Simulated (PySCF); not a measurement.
PySCF 2.14 output of an unrestricted PBE calculation on a single atom or ion in aug-cc-pVDZ-PP with ECP60MDF, with a scalar-relativistic core potential:

```
SCF conv_tol = 1e-09
number electrons alpha = 8  beta = 4
    J. P. Perdew, K. Burke, and M. Ernzerhof.,  Phys. Rev. Lett. 77, 3865 (1996)
    J. P. Perdew, K. Burke, and M. Ernzerhof.,  Phys. Rev. Lett. 78, 1396 (1997)
    J. P. Perdew, K. Burke, and M. Ernzerhof.,  Phys. Rev. Lett. 77, 3865 (1996)
    J. P. Perdew, K. Burke, and M. Ernzerhof.,  Phys. Rev. Lett. 78, 1396 (1997)
cycle= 1 E= -57.0439622520086  delta_E= -0.00418  |g|= 0.0114  |ddm|= 0.752
cycle= 2 E= -57.0439979881934  delta_E= -3.57e-05  |g|= 0.007  |ddm|= 0.11
cycle= 3 E= -57.0440228369781  delta_E= -2.48e-05  |g|= 0.000191  |ddm|= 0.0416
cycle= 4 E= -57.0440228614034  delta_E= -2.44e-08  |g|= 2.14e-05  |ddm|= 0.000828
cycle= 5 E= -57.0440228616895  delta_E= -2.86e-10  |g|= 5.84e-08  |ddm|= 9.58e-05
converged SCF energy = -57.0440228616895  <S^2> = 6.0006657  2S+1 = 5.0002663
```

The run itself started from symmetry-adapted Hartree-Fock orbitals and held the occupation by maximum overlap, on a logarithmic radial grid, so the iterations belong to that start.

Problem. Which element, charge and spin multiplicity is this?

Solution. Ta⁺ (tantalum, charge +1), multiplicity 5; the state was [Xe] 4f14 5d3 6s1, high-spin 5F determinant.

Energies and moments cover only the electrons outside the core potential. Spin-orbit coupling, absent here, splits the open shell strongly.
